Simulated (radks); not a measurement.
Results of a calculation; reference values are marked as such.
Question: These are the eigenvalues of the occupied orbitals of an atom or ion with whole-number occupations (Ry). Code: a radial shooting solver on a logarithmic mesh with Libxc functionals. Model: Dirac Kohn-Sham, LDA (Slater exchange, Perdew-Wang correlation), spin-unpolarised, spherical densities, point nucleus.

1s1/2: -2740.108
2s1/2: -438.5304
2p1/2: -413.6622
2p3/2: -385.6362
3s1/2: -97.65454
3p1/2: -87.19597
3p3/2: -81.77860
3d3/2: -63.36125
3d5/2: -62.20480
4s1/2: -24.23753
4p1/2: -20.42447
4p3/2: -19.27581
4d3/2: -13.01769
4d5/2: -12.81963
5s1/2: -8.15292
5p1/2: -6.97536
5p3/2: -6.74335

Which element is it, and in what charge state? The configuration may be excited. Open shells, if any, are shared by 2j + 1.

Answer: Z = 56, barium, charge +7: Ba7+ in [Kr] 4d10 5s2 5p1. The list shows which subshells hold electrons but not how many an open one holds; the 1s level, -1370.1 hartree, gives Z - s = 52.3 by -(Z - s)^2/2, which with screening and relativity narrows Z to a few neighbours, and the depths of the outer levels then fix element, charge and occupations together.
